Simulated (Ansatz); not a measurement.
Interaction energy ladder

The pair of H₃O⁺ (SMILES [OH3+], atoms 1–4) and AsH₃ (SMILES [AsH3], atoms 5–8), both closed shells, in one local arrangement (a lower one may exist), relaxed at PBE0-D4/def2-TZVP:

```
8
angstrom
O 0.3058 0.1552 -1.3964
H 0.5955 0.9863 -1.8152
H -0.5559 -0.1406 -1.7421
H 0.3269 0.1933 -0.3641
As -0.1013 -0.3096 1.9622
H 0.0336 -1.5511 1.0860
H -1.3851 0.1290 1.2636
H 0.7806 0.5375 1.0058
```

Computed with Ansatz 0.2.0 (basis: def2-TZVPPD, with def2-QZVPPD for the basis limit); correlated methods freeze the cores. Filled d shells of the heavier atoms are correlated. The def2 sets are not built for correlating such inner shells, so the correlated values are less sure here. B3LYP uses VWN-RPA correlation. Extrapolation: Hartree–Fock as exp(−7.88 √X), correlation as X^−2.97. Interaction energies count from these two fragments, frozen as in the pair, with the counterpoise correction; negative means bound.

Q: What is the interaction energy by CCSD(T) at an estimated basis limit (MP2 extrapolated from triple and quadruple zeta, plus CCSD(T) − MP2 in triple zeta)? (Judge from chemistry; the value comes from the calculation.)

A: By the calculation: -58.2 kJ/mol. Hartree–Fock alone gives -36.0 kJ/mol at the basis limit. It counts from the two fragments frozen as in the pair.

The same quantity by other methods in triple zeta, and each one's difference from that estimate:
```
   method  E_int (kJ/mol)  difference
   PBE-D4           -73.2       -15.1
revPBE-D4           -69.0       -10.8
  BLYP-D4           -69.2       -11.1
r2SCAN-D4           -66.4        -8.3
   B97M-V           -62.2        -4.1
  PBE0-D4           -66.5        -8.4
 B3LYP-D4           -65.4        -7.2
 HSE06-D4           -66.6        -8.5
  wB97X-V           -58.5        -0.4
  wB97M-V           -60.7        -2.6
   B2PLYP           -58.8        -0.6
       HF           -35.5        22.6
      MP2           -56.0         2.2
     CCSD           -51.2         7.0
  CCSD(T)           -54.5         3.6
```
Differences are method less estimate.

Q: Which atoms make the shortest contact between the fragments?

A: H4 and H8, 1.48 Å apart.

Energy to bend the free fragments (PBE0-D4 minima) into their shapes in the pair, CCSD(T)/def2-TZVPPD: H₃O⁺ 6.3 kJ/mol; AsH₃ 1.1 kJ/mol. This must be added to the interaction energy to get the binding energy from relaxed fragments.

Basis-set superposition shift (counterpoise-corrected less uncorrected): CCSD(T) 4.1; MP2 4.2; HF 0.6; PBE0-D4 0.6; wB97M-V 0.7 kJ/mol.

The T1 diagnostic stays at or below 0.012.

For scale, one of the runs: CCSD(T)/def2-TZVPPD, 196 basis functions, launched by `ansatz run in.yaml --threads 4 --pin off --events-out ev --progress --plain --max-ram 9574MiB`. The run took 12 s on 4 CPU threads of an Intel Xeon 6975P-C (shared host), with 2.5 GiB of host memory at its peak.
